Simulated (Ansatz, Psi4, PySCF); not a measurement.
FK, charge +1, doublet, at the geometry of the source list (a state made from the parent by changing its charge; the spin is typed, not shown lowest). Base run: PySCF with R2SCAN/def2-SVPD.

Input for PySCF:
```python
from pyscf import gto, scf, dft

mol = gto.M(
    atom='''
K    -0.539800   -0.445200   -0.729200
F     0.539800    0.445200    0.729200
''',
    basis='def2-svpd',
    charge=1,
    spin=1,
    verbose=3,
)

mf = dft.UKS(mol)
mf.xc = 'r2scan'
mf.kernel()
```

The same geometry, method and basis name were run in Ansatz (an electronic-structure program) and Psi4 and PySCF, at each program's defaults and at the settings that a row names. The base is PySCF at its defaults. Differences at the defaults can come from grids, fitting, cores and function types together.

| code and settings | ΔE vs base (µEh) | basis functions | E (Eh) | SCF cycles |
|---|---|---|---|---|
| PySCF, defaults (exact integrals, its default grid, spherical functions) | 0.0 | 50 | -699.22051 | 11 |
| Psi4, defaults (density fitting with its default set, its default grid, spherical functions) | 411 | 50 | -699.22010 | 7 |
| Ansatz, defaults (factorised integrals, its default grid, spherical functions) | -17.9 | 50 | -699.22053 | - |
| PySCF, density fitting with def2-universal-jkfit | -37.3 | 50 | -699.22054 | 11 |
| PySCF, fine grid | -53.2 | 50 | -699.22056 | 8 |
| Psi4, exact integrals, spherical functions, fine grid | -125 | 50 | -699.22063 | 10 |
| Ansatz, high accuracy | -18.6 | 50 | -699.22053 | - |

Open shells are given as the SCF converged; they aren't shown to be the lowest states, and a large step between rows can be another state.
